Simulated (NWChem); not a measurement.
All runs are NWChem calculations. System: H2, charge 0, spin multiplicity 1, at a geometry optimised with PBE/def2-SVP. The structure started from a generated list of species. Level: G0W0@PBE/def2-SVPD, RI basis def2-svpd-rifit.

Input file:

```
start mol
memory heap 200 mb stack 700 mb global 1700 mb
geometry units angstroms nocenter noautoz
  H      0.000000     0.000000     0.384168
  H      0.000000     0.000000    -0.384168
  symmetry group D2h
end
basis spherical
  * library def2-svpd
end
basis "ri basis" bse spherical
  * library def2-svpd-rifit
end
dft
  xc xpbe96 cpbe96
  iterations 100
  direct
  tolerances tight
end
task dft energy
gw
  states alpha occ 4 vir 2
end
task dft gw
```

Part of the output:

```
             Northwest Computational Chemistry Package (NWChem) 7.3.0
             --------------------------------------------------------

                                NWChem Input Module
                                -------------------

 Scaling coordinates for geometry "geometry" by  1.889725989
 (inverse scale =  0.529177249)

 Turning off AUTOSYM since
 SYMMETRY directive was detected!

                             Geometry "geometry" -> ""
                             -------------------------

 Output coordinates in angstroms (scale by  1.889725989 to convert to a.u.)

  No.       Tag          Charge          X              Y              Z
 ---- ---------------- ---------- -------------- -------------- --------------
    1 H                    1.0000     0.00000000     0.00000000     0.38416800
    2 H                    1.0000     0.00000000     0.00000000    -0.38416800

 Effective nuclear repulsion energy (a.u.)       0.6887315562

            Nuclear Dipole moment (a.u.)
            ----------------------------
        X                 Y               Z
 ---------------- ---------------- ----------------
     0.0000000000     0.0000000000     0.0000000000

      Symmetry information
      --------------------

 Group name             D2h
 Group number             26
 Group order               8
 No. of unique centers     1

      Symmetry unique atoms

     1


 Summary of "ao basis" -> "" (spherical)
 ------------------------------------------------------------------------------
       Tag                 Description            Shells   Functions and Types
 ---------------- ------------------------------  ------  ---------------------
 *                         def2-svpd                  on all atoms

 new library libraries.bse/

 Summary of "ri basis" -> "" (spherical)
 ------------------------------------------------------------------------------
       Tag                 Description            Shells   Functions and Types
 ---------------- ------------------------------  ------  ---------------------
 *                      def2-svpd-rifit               on all atoms

  pbe96 is a nonlocal functional; adding pw91lda local functional.

                                 NWChem DFT Module
                                 -----------------

 Summary of "ao basis" -> "ao basis" (spherical)
 ------------------------------------------------------------------------------
       Tag                 Description            Shells   Functions and Types
 ---------------- ------------------------------  ------  ---------------------
 H                         def2-svpd                 4        8   2s2p

 Summary of "ao basis" -> "ao basis" (spherical)
 ------------------------------------------------------------------------------
       Tag                 Description            Shells   Functions and Types
 ---------------- ------------------------------  ------  ---------------------
 H                         def2-svpd                 4        8   2s2p

      Symmetry analysis of basis
      --------------------------

        ag          4
        au          0
        b1g         0
        b1u         4
        b2g         2
        b2u         2
        b3g         2
        b3u         2

            General Information
            -------------------
          SCF calculation type: DFT
          Wavefunction type:  closed shell.
          No. of atoms     :     2
          No. of electrons :     2
           Alpha electrons :     1
[...]
 Numeric. integr. density =        2.000000186643

     Total iterative time =      0.0s

                  Occupations of the irreducible representations
                  ----------------------------------------------

                     irrep           alpha         beta
                     --------     --------     --------
                     ag                1.0          1.0
                     au                0.0          0.0
                     b1g               0.0          0.0
                     b1u               0.0          0.0
                     b2g               0.0          0.0
                     b2u               0.0          0.0
                     b3g               0.0          0.0
                     b3u               0.0          0.0

                       DFT Final Molecular Orbital Analysis
                       ------------------------------------

 Vector    1  Occ=2.000000D+00  E=-3.726284D-01  Symmetry=ag
              MO Center=  0.0D+00,  0.0D+00, -3.3D-17, r^2= 7.3D-01
   Bfn.  Coefficient  Atom+Function         Bfn.  Coefficient  Atom+Function
  ----- ------------  ---------------      ----- ------------  ---------------
     1      0.407907  1 H  s                  9      0.407907  2 H  s
     2      0.178606  1 H  s                 10      0.178606  2 H  s

 Vector    2  Occ=0.000000D+00  E= 3.696102D-02  Symmetry=b1u
              MO Center=  0.0D+00,  0.0D+00,  5.0D-16, r^2= 3.1D+00
   Bfn.  Coefficient  Atom+Function         Bfn.  Coefficient  Atom+Function
  ----- ------------  ---------------      ----- ------------  ---------------
     2      3.632119  1 H  s                 10     -3.632119  2 H  s
     8     -1.432808  1 H  pz                16     -1.432808  2 H  pz
     1     -0.249383  1 H  s                  9      0.249383  2 H  s
     5     -0.038797  1 H  pz                13     -0.038797  2 H  pz

 Vector    3  Occ=0.000000D+00  E= 1.234047D-01  Symmetry=b3u
              MO Center=  0.0D+00,  0.0D+00,  2.7D-18, r^2= 3.0D+00
   Bfn.  Coefficient  Atom+Function         Bfn.  Coefficient  Atom+Function
  ----- ------------  ---------------      ----- ------------  ---------------
     6      0.506311  1 H  px                14      0.506311  2 H  px

 Vector    4  Occ=0.000000D+00  E= 1.234047D-01  Symmetry=b2u
              MO Center=  0.0D+00,  0.0D+00,  2.9D-18, r^2= 3.0D+00
   Bfn.  Coefficient  Atom+Function         Bfn.  Coefficient  Atom+Function
  ----- ------------  ---------------      ----- ------------  ---------------
     7      0.506311  1 H  py                15      0.506311  2 H  py

 center of mass
 --------------
 x =   0.00000000 y =   0.00000000 z =   0.00000000

 moments of inertia (a.u.)
 ------------------
           1.062319534846           0.000000000000           0.000000000000
           0.000000000000           1.062319534846           0.000000000000
           0.000000000000           0.000000000000           0.000000000000

     Multipole analysis of the density
     ---------------------------------

     L   x y z        total         alpha         beta         nuclear
     -   - - -        -----         -----         ----         -------
     0   0 0 0     -0.000000     -1.000000     -1.000000      2.000000

     1   1 0 0      0.000000      0.000000      0.000000      0.000000
     1   0 1 0      0.000000      0.000000      0.000000      0.000000
     1   0 0 1     -0.000000     -0.000000     -0.000000      0.000000

     2   2 0 0     -1.519551     -0.759776     -0.759776      0.000000
     2   1 1 0      0.000000      0.000000      0.000000      0.000000
     2   1 0 1      0.000000      0.000000      0.000000      0.000000
     2   0 2 0     -1.519551     -0.759776     -0.759776      0.000000
     2   0 1 1      0.000000      0.000000      0.000000      0.000000
     2   0 0 2     -1.141148     -1.097610     -1.097610      1.054071

 Task  times  cpu:        0.1s     wall:        0.1s

                                NWChem Input Module
                                -------------------

                                 NWChem GW Module
                                 ----------------

                             ***********************
                             ***        GW       ***
                             ***********************

 Summary of "ri basis" -> "ri basis" (spherical)
 ------------------------------------------------------------------------------
       Tag                 Description            Shells   Functions and Types
 ---------------- ------------------------------  ------  ---------------------
 H                      def2-svpd-rifit              9       23   4s3p2d

                 Memory Information
                 ------------------
          Available GA per process is          1700.0 MBs
          Available stack per process is        700.0 MBs
          Available heap per process is           0.0 MBs

          Peak memory in Initialization
              Peak GA per process is                  0.0 MBs
              Peak stack per process is               0.0 MBs
              Peak heap per process is                0.0 MBs
              Memory not in MA per process            0.0 MBs

          Peak memory in AFF Calculation
              Peak GA per process is                  0.0 MBs
              Peak stack per process is               0.0 MBs
              Peak heap per process is                0.0 MBs
              Memory not in MA per process            0.0 MBs

          Computing 2-center integrals
          Computing Inverse Cholesky factor
          Computing 3-center integrals
          Computing V_xc ...

          Computing Sigma_x
          Computing RPA polarizability
          Solving quasiparticle equations

                  Alpha Orbitals
          State     Energy (eV)     Error (eV)
          -----------------------------------
@GW         1        -15.538           0.003
@GW         2          4.117           0.002
@GW         3          6.372           0.002

   Applying   3.1116 eV scissor-shift to rest of hole states

     GW Timing Statistics
   ------------------------
   Init.   :          0.0s
     ERIs  :          0.0s
     Distr.:          0.0s
     Vxc   :          0.0s
   Sigma_x :          0.0s
   RPA     :          0.0s
   Wmn     :          0.0s
   Sigma_c :          0.0s
   GW total:          0.0s

 Task  times  cpu:        0.0s     wall:        0.0s

 Total times  cpu:        0.2s     wall:        0.2s
```
